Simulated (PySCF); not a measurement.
Be(F)(Me) (CH3BeF), SMILES [CH3][Be][F].

Geometry: r2SCAN-D4/def2-TZVP.

Level of theory: TDDFT-LC-ωPBE/def2-TZVPD run with PySCF 2.14.0.

Vertical excitations; the highest root listed may be one member of a degenerate set.  State labels are in the subgroup Cs.

```tsv
state	symmetry	energy (eV)	λ (nm)	f	main pairs
S1	A'	8.14	152	0.128	HOMO→LUMO 89 %
S2	A'	8.57	145	0.078	HOMO→LUMO+2, HOMO→LUMO+5 (degenerate set)
S3	A"	8.57	145	0.078	HOMO→LUMO+1, HOMO→LUMO+4 (degenerate set)
S4	A'	9.91	125	0.000	HOMO→LUMO+3 78 %
S5	A'	10.02	124	0.044	HOMO→LUMO+5, HOMO→LUMO+2, HOMO−2→LUMO, HOMO→LUMO+7 (degenerate set)
S6	A"	10.02	124	0.044	HOMO→LUMO+4, HOMO→LUMO+1, HOMO−1→LUMO, HOMO→LUMO+8 (degenerate set)
S7	A'	10.18	122	0.013	HOMO−2→LUMO, HOMO→LUMO+5 (degenerate set)
S8	A"	10.18	122	0.013	HOMO−1→LUMO, HOMO→LUMO+4 (degenerate set)
T1	A'	7.54	164	0	HOMO→LUMO 81 %
T2	A"	7.64	162	0	HOMO→LUMO+4, HOMO→LUMO+1 (degenerate set)
T3	A'	7.64	162	0	HOMO→LUMO+5, HOMO→LUMO+2 (degenerate set)
T4	A'	9.44	131	0	HOMO→LUMO+3 63 %, HOMO→LUMO+9 18 %, HOMO→LUMO+6 11 %
```
Triplets are in the Tamm–Dancoff approximation, which puts them higher than full response would, so one can lie above its singlet here.
